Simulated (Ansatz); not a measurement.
HS2, doublet, at a GFN2-xTB geometry; Ansatz (an electronic-structure program) with CASSCF(7,5)/6-31G.

Here is a job for Ansatz.
Ansatz 0.2 input:
```yaml
crystal:
  periodic: [false, false, false]
  atoms:
    - {symbol: S, position_ang: [0.91761441, -0.43745205, -0.02333694]}
    - {symbol: S, position_ang: [-0.81324120, 0.47362990, 0.02112633]}
    - {symbol: H, position_ang: [-1.66997130, -0.57884553, 0.03536987]}
basis:
  gaussian:
    orbitals: 6-31G
hamiltonian:
  xc: hf
correlation: {active_space: {window: {electrons: 7, orbitals: 5}}}
magnetization: {spin_polarized: false, initial_magnetization: 1}
```

It wrote (shortened):

```
Functional definition: HF
317 factors; integrals over basis functions are off by at most 3.0e-4 eV
mean field evaluation 1: about -21645.5895 eV, gradient 1.3e1 eV
mean field evaluation 2: about -21645.5966 eV, gradient 1.3e1 eV
mean field evaluation 4: about -21646.6152 eV, gradient 1.3e0 eV
mean field evaluation 8: about -21646.7000 eV, gradient 1.8e-1 eV
mean field evaluation 16: about -21645.9659 eV, gradient 3.8e-2 eV
mean field evaluation 32: about -21645.9519 eV, gradient 1.3e0 eV
mean field -21646.70041618 eV, -795.5015676339 hartree, gradient 7.3e-6 eV, S^2 0.750000; 6 other end points of the search recorded, 0 dependent functions left out
reference -21646.70041618 eV, -795.5015676339 hartree; 17, 16 occupied and 11, 12 virtual orbitals, 317 factors
state -21647.46871557 eV, -795.5298021158 hartree
Total energy: -21647.46871557 eV, -795.5298021158 hartree
```
